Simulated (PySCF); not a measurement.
Hg: ionisation energy

Hg [Xe] 4f14 5d10 6s2 → Hg⁺ [Xe] 4f14 5d10 6s1 [6s1/2^1, M_J = 1/2], as a difference of total energies. All numbers are calculated (PySCF 2.14, the two-component X2C-1e Hamiltonian, in x2c-TZVPPall-2c (11s11p10d3f1g, 124 functions)). Correlated levels: [Kr] 4d10 4f14 frozen; the 34 highest virtual spinors dropped. "Screened" scales the spin-orbit matrix elements by Boettger's factors to mimic the two-electron term; Breit and QED terms are absent.

| method | ionisation energy (eV) |
| --- | --- |
| GHF (spin-free) | 8.524 |
| GMP2 (spin-free) | 10.436 |
| GHF (screened spin-orbit) | 8.546 |
| GMP2 (screened spin-orbit) | 10.466 |

Task: How much does correlation contribute at GMP2 (screened spin-orbit)?

Result: 10.466 − (8.546) = 1.920 eV, measured against GHF (screened spin-orbit).

Errors of the correlated levels include the incompleteness of this basis and the frozen core.

For comparison: 10.438 eV (measured; NIST Atomic Spectra Database, ionization energies).
